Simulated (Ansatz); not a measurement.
Geometry optimisation, Ansatz 0.2.0, RKS r2SCANh-D4/6-31G.

input.yaml

```yaml
crystal:
  periodic: [false, false, false]
  atoms:
    - { symbol: B, position_ang: [-0.56729, 1.62183, 0.57898] }
    - { symbol: O, position_ang: [0.05097, 0.54172, 0.15184] }
    - { symbol: Si, position_ang: [0.55357, -0.98828, 0.20099] }
    - { symbol: S, position_ang: [-0.17512, -1.91001, -1.59312] }
    - { symbol: H, position_ang: [-1.14449, 1.60756, 1.60658] }
    - { symbol: H, position_ang: [-0.52256, 2.58814, -0.09033] }
    - { symbol: H, position_ang: [2.00496, -0.87761, 0.18107] }
    - { symbol: H, position_ang: [0.0022, -1.77276, 1.29483] }
    - { symbol: H, position_ang: [-1.31108, -2.36148, -1.08371] }
basis:
  gaussian: { orbitals: "6-31G" }
hamiltonian:
  xc: r2scanh
  dispersion: d4
relax:
  f_tol: 0.015
  max_steps: 40
```

Launched with:

```bash
$ ansatz run input.yaml --threads 1 --pin off --max-ram 2048MiB --backend cpu --events-out ev --progress --plain --runs-dir out
```

Q: Where does it end, and by what steps?

A: The run converged. Limits of this set-up: no polarisation functions. After 14 steps the energy has fallen by 0.424 eV; H5 moved furthest, 0.47 Å.

```
step  energy less start (eV)  largest force component (eV/Å)  accepted
   0                  0.0000                           1.899       yes
   1                 -0.3086                           1.293       yes
   2                 -0.3358                           0.600       yes
   3                 -0.3968                           0.304       yes
   4                 -0.4133                           0.229       yes
   5                 -0.4161                           0.111       yes
   6                 -0.4225                           0.072       yes
   7                 -0.4226                           0.066       yes
   8                 -0.4157                           0.370        no
   9                 -0.4214                           0.244        no
  10                 -0.4232                           0.037       yes
  11                 -0.4234                           0.111       yes
  12                 -0.4221                           0.153        no
  13                 -0.4240                           0.037       yes
  14                 -0.4241                           0.007       yes
```

```xyz
9
Properties=species:S:1:pos:R:3
B -0.601 1.601 0.556
O 0.276 0.725 -0.026
Si 0.636 -0.958 0.181
S -0.151 -2.172 -1.499
H -1.335 1.218 1.430
H -0.601 2.729 0.170
H 2.112 -1.112 0.102
H 0.034 -1.405 1.480
H -1.480 -2.178 -1.145
```

Whether the end is a true minimum wasn't checked by a vibrational analysis.

Time of the run: 78 s on 1 thread of Arm Neoverse V1, with other jobs on the host, peak memory 0.17 GiB.
